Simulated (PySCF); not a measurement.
A side-by-side comparison of computed properties.

First species: C5H3N3S.
SMILES: `n1cc(ns1)/C=C/C#N`

Second species: CH10ClPSi3.
Geometry (GFN2-xTB, Å), atoms numbered from 1 in this order:
```
atom  x, y, z in Å
Si1   -0.5363    1.9816   -0.4661
P2    -0.7064   -0.2062   -0.9118
Si3   -2.4923   -0.8035    0.2713
Si4    0.8849   -1.1564    0.3002
C5     2.5634   -0.4700   -0.2994
Cl6    2.7866    1.1641    0.3664
H7    -1.8423    2.5468   -0.8094
H8    -0.2438    2.2419    0.9433
H9     0.4984    2.5163   -1.3454
H10   -2.4895   -2.2631    0.3266
H11   -3.6573   -0.2987   -0.4512
H12   -2.4856   -0.2650    1.6335
H13    0.8346   -0.9391    1.7489
H14    0.8564   -2.5926    0.0158
H15    2.6192   -0.3814   -1.3817
H16    3.4026   -1.0659    0.0476
```

Levels: PBE0/def2-SVPD for dipole moment, HOMO energy, LUMO energy, HOMO–LUMO gap, static isotropic polarisability and electronic spatial extent ⟨r²⟩ about the centre of nuclear charge; TDDFT PBE0/def2-SVPD for lowest singlet excitation; TDA PBE0/def2-SVPD for lowest triplet excitation (Tamm–Dancoff); GFN2-xTB for rotational constant A and rotational constant C. Geometries: GFN2-xTB. All species are isolated and taken at one optimised geometry, non-relativistic unless stated; the electronic structure was computed with PySCF and density fitting.

The conformers computed, where there is a choice (atom-mapped SMILES and torsion angles):
- `[N:1]#[C:2]/[CH:3]=[CH:4]/[c:5]1[cH:6][n:7][s:8][n:9]1`: C3–C4–C5–C6 180°
- `[SiH3:1][P:2]([SiH3:3])[SiH2:4][CH2:5][Cl:6]`: Si1–P2–Si4–C5 -62°, P2–Si4–C5–Cl6 77°

Values for the first species:

```
Dipole moment                                                     : 3.39 D
HOMO energy                                                       : -7.75 eV
LUMO energy                                                       : -2.94 eV
HOMO–LUMO gap                                                     : 4.81 eV
Lowest singlet excitation                                         : 4.41 eV
Lowest triplet excitation (Tamm–Dancoff)                          : 2.68 eV
Static isotropic polarisability                                   : 102.3 au
Electronic spatial extent ⟨r²⟩ about the centre of nuclear charge : 1760 bohr²
Rotational constant A                                             : 6.330 GHz
Rotational constant C                                             : 0.569 GHz
```

Task: Estimate the same properties for the second species, and the change in each.

Result: 
| property | first | second | second less first |
| --- | --- | --- | --- |
| dipole moment | 3.39 D | 1.04 D | -2.35 D |
| HOMO energy | -7.75 eV | -7.10 eV | +0.65 eV |
| LUMO energy | -2.94 eV | -0.42 eV | +2.52 eV |
| HOMO–LUMO gap | 4.81 eV | 6.68 eV | +1.87 eV |
| lowest singlet excitation | 4.41 eV | 5.49 eV | +1.08 eV |
| lowest triplet excitation (Tamm–Dancoff) | 2.68 eV | 5.06 eV | +2.38 eV |
| static isotropic polarisability | 102.3 au | 136.7 au | +34.4 au |
| electronic spatial extent ⟨r²⟩ about the centre of nuclear charge | 1760 bohr² | 1940 bohr² | +180 bohr² |
| rotational constant A | 6.330 GHz | 1.849 GHz | -4.481 GHz |
| rotational constant C | 0.569 GHz | 0.588 GHz | +0.019 GHz |

On the first: The vertical singlet–triplet gap S1 − T1 is 1.73 eV (TDDFT singlet less Tamm–Dancoff triplet; S1: HOMO→LUMO, weight 0.96; T1: HOMO→LUMO, weight 0.92). The principal polarisabilities are 53.6, 83.7 and 169.7 au; their mean is the isotropic value.

On the second: S1 lies 1.19 eV below the HOMO–LUMO gap; its leading configuration is HOMO→LUMO, weight 0.91.
